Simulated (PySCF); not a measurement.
C3H3ClF2. Atoms are numbered in the order given.

```xyz
9

F     -1.6267     0.2004     1.3863
C     -0.6275    -0.4364     0.7491
C     -0.6275    -0.4364    -0.7491
F     -1.6267     0.2004    -1.3863
C      0.3567     0.4048     0.0000
Cl     2.0633     0.0227     0.0000
H     -0.2706    -1.3304     1.2723
H     -0.2706    -1.3304    -1.2723
H      0.1341     1.4765     0.0000
```
Charge 0, spin multiplicity 1.

Coordinates come from a PBE0-D3(BJ)/def2-SVP optimisation. The structure was generated by enumeration; whether it is a known compound was not checked.

These are TDA-LC-ωPBE/def2-SVPD (PySCF 2.14.0) values and carry that method's errors.

Vertical excitations.  State labels are in the subgroup Cs.

| state | symmetry | energy (eV) | λ (nm) | f | main pairs |
|---|---|---|---|---|---|
| S1 | A" | 7.03 | 176 | 0.000 | HOMO→LUMO 79 % |
| S2 | A' | 7.29 | 170 | 0.009 | HOMO−1→LUMO 81 % |
| S3 | A' | 8.32 | 149 | 0.005 | HOMO−2→LUMO 55 %, HOMO−1→LUMO+4 12 %, HOMO−1→LUMO+1 10 % |
| S4 | A" | 8.55 | 145 | 0.001 | HOMO→LUMO+4 30 %, HOMO−3→LUMO 25 %, HOMO→LUMO+1 13 %, HOMO→LUMO+2 10 % |
| S5 | A" | 9.00 | 138 | 0.066 | HOMO→LUMO+1 51 %, HOMO→LUMO+4 18 %, HOMO→LUMO+2 18 % |
| S6 | A' | 9.22 | 134 | 0.015 | HOMO−1→LUMO+4 44 %, HOMO−1→LUMO+1 31 %, HOMO−1→LUMO+2 9 % |
| S7 | A" | 9.39 | 132 | 0.003 | HOMO→LUMO+2 62 %, HOMO→LUMO+4 15 % |
| S8 | A' | 9.57 | 130 | 0.000 | HOMO−1→LUMO+2 60 %, HOMO→LUMO+3 11 % |
| S9 | A' | 9.72 | 128 | 0.071 | HOMO−1→LUMO+1 34 %, HOMO−1→LUMO+4 18 %, HOMO−2→LUMO 17 %, HOMO−2→LUMO+6 9 % |
| S10 | A' | 9.79 | 127 | 0.017 | HOMO→LUMO+3 74 % |
| T1 | A" | 6.25 | 198 | 0 | HOMO→LUMO 71 %, HOMO→LUMO+6 14 % |
| T2 | A' | 6.62 | 187 | 0 | HOMO−1→LUMO 71 %, HOMO−1→LUMO+6 12 % |
| T3 | A' | 7.50 | 165 | 0 | HOMO−2→LUMO 49 %, HOMO−1→LUMO+4 14 %, HOMO−2→LUMO+6 9 % |
| T4 | A" | 7.99 | 155 | 0 | HOMO−3→LUMO 34 %, HOMO→LUMO+4 23 %, HOMO→LUMO+1 7 %, HOMO→LUMO+2 6 % |
Triplets are in the Tamm–Dancoff approximation.
